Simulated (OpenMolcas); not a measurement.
# Sr II: CASPT2 settings compared

* Program: OpenMolcas
* Basis: ANO-RCC-VDZ [6s5p1d]
* Scalar Hamiltonian: DKH2, point nucleus
* Active space: 1 electron in 4 orbitals (5s 5p)
* State averaging: 2S+1 = 2 even, 1 root; 2S+1 = 2 odd, 3 roots
* Spin-orbit coupling: RASSI with atomic mean-field integrals over the reference wave functions, term energies averaged over their components

Methods on the same reference wave functions:
A. CASSCF
B. SS-CASPT2, IPEA 0.75 Eh, sigma2 regulariser 0.25 Eh (closed shells correlated: 4s 4p)
C. XMS-CASPT2, IPEA 0 Eh, imaginary shift 0.2 Eh (closed shells correlated: 4s 4p)

Energies in cm⁻¹ above 5s ²S_1/2, the measured ground level; measured values from NIST Handbook of Basic Atomic Spectroscopic Data.

| Level | A | B | C | Measured |
| --- | --- | --- | --- | --- |
| 5s ²S_1/2 | 0.0 | 0.0 | 0.0 | 0.0 |
| 5p ²P°_1/2 | 21835 | 21962 | 21998 | 23715 |
| 5p ²P°_3/2 | 22372 | 22499 | 22535 | 24517 |

Deviations, from unrounded energies. A percentage is the sum of absolute deviations over the sum of measured energies, with the sign that they share, or ± where signs differ.

| Against measurement | Levels | A | B | C |
| --- | --- | --- | --- | --- |
| mean absolute deviation (cm-1) | 2 | 2000 | 1900 | 1800 |
| other configurations (%) | 2 | -8.3 | -7.8 | -7.7 |

B, C lie about equally close to measurement and A furthest from it. The largest miss of C in the table is 5p ²P°_3/2, by -2000 cm-1. The ranking rests on the paired levels alone, and a cruder setting can come out closer through cancelling errors.

Between B and C the level of the table that moves most is 5p ²P°_1/2, by 36 cm-1 (lowest in B, highest in C).

The lowest spin-free term lies below A's lowest term by 0.012 hartree in B, 0.013 hartree in C.

ANO sets are built for ground and valence states and can reach diffuse excited orbitals poorly. With one active electron the reference holds no correlation, so core polarisation is missing (holds for A). With one active electron, CASPT2 adds the correlation within the correlated inactive shells and between them and that electron, and leaves the splitting within a term as the reference gives it (holds for B; C). Computed and measured levels are paired by configuration, term and J; levels that our copy of the source lacks, or whose pairing is in doubt (as where it misses far off the trend of its configuration), stay unpaired and out of the deviations. Only configurations of the active space appear.

° marks odd parity.
